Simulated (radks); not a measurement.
Problem. Successive ionisation energies (eV) of one element, from differences of total energies of ions in their ground configurations, starting at charge 22: 2036.2, 2181.3, 2304.1, 2477.9, 2575.3, 11070.0, 11490.4. All-electron calculation, Dirac Kohn-Sham, relativistic LDA (MacDonald-Vosko exchange, VWN5 correlation), spin-unpolarised, spherical densities, finite nucleus; open shells fill j = l - 1/2 first; Fermi nuclear charge, rms radius 3.8823 fm. Program: a radial shooting solver on a logarithmic mesh with Libxc functionals. Which element is it?

Solution. Copper (Z = 29). The first species listed is Cu22+ in [He] 2s2 2p3, the last Cu28+ in 1s1.
